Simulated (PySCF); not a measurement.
A small calculation by hand: chemical shift, span and skew from a shielding tensor

Si(F)(H)2(NHMe) (CH6FNSi), SMILES CN[SiH2]F. Atoms are numbered in the order given.

```xyz
10

Si     0.5958    -0.4811     0.3641
F      1.7316     0.3059    -0.5051
N     -0.9102     0.3186     0.4440
C     -1.9122     0.3480    -0.5962
H      0.4023    -1.7860    -0.3223
H      1.1316    -0.5850     1.7465
H     -1.0400     1.0192     1.1657
H     -2.9292     0.2411    -0.1829
H     -1.8892     1.2715    -1.2031
H     -1.7563    -0.4964    -1.2855
```
Charge 0, spin multiplicity 1.

Geometry: PBE0-D3(BJ)/def2-SVP. Other conformers were not sampled.

GIAO shieldings from PBE0/pcSseg-1 run with PySCF, non-relativistic, no solvent. The symmetric part of the tensor of Si1 has the principal values 343.7, 384.4, 391.3 ppm. The same nucleus in TMS has σ = 352.7 ppm at this level (PySCF, at its B3LYP-D3(BJ)/def2-TZVP geometry).

Question: Work out the isotropic shielding, the ²⁹Si shift against TMS, the span and the skew.

Answer: 
σ(iso) = (σ11 + σ22 + σ33)/3 = 373.1 ppm. δ = σ(ref) − σ(iso) = 352.7 − (373.1) = -20.4 ppm.
Span Ω = σ33 − σ11 = 47.6 ppm. Skew κ = 3(σ(iso) − σ22)/Ω = -0.71. Tumbling in solution averages the tensor to δ; in a static solid the shielding alone would spread this spin-1/2 line over Ω.
